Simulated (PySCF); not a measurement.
GeH6Si, SMILES [SiH3][GeH3] (connectivity only; charge and spin as stated), charge -1, multiplicity 2. Atoms are numbered in the order given.

```xyz
8

Si    -1.7786     0.0321     0.0000
Ge     0.8579    -0.0109     0.0000
H     -2.0641    -0.8879     1.1877
H     -3.1169     0.8670     0.0000
H     -2.0641    -0.8879    -1.1877
H      2.1418    -1.0353     0.0000
H      1.2753     0.9219    -1.2149
H      1.2753     0.9219     1.2149
```
Charge -1, spin multiplicity 2.

Geometry optimised at PBE-D3(BJ)/def2-SVPD. The multiplicity is an assumed one; other spin states were not compared.

Method: PBE-D3(BJ)/def2-SVPD (PySCF).

Frequencies are harmonic and unscaled.

Computed normal modes with their intensities:
```csv
mode,ν (cm⁻¹),IR (km/mol),moving atoms (share of kinetic energy)
1,138,3.7,H 99 %
2,176,0.8,"Si 64 %, Ge 28 %"
3,207,29.5,H 98 %
4,246,22.1,H 98 %
5,426,0.6,"H 85 %, Si 11 %"
6,469,6.7,"H 86 %, Si 10 %"
7,756,476.0,H 96 %
8,814,36.2,H 99 %
9,825,35.9,H 96 %
10,843,45.5,H 98 %
11,894,144.3,H 96 %
12,903,17.6,H 99 %
13,1572,1337.0,H 99 %
14,1724,463.4,H 97 %
15,1878,233.3,H 99 %
16,1892,254.3,H 98 %
17,2001,151.1,H 98 %
18,2014,257.9,H 96 %
```
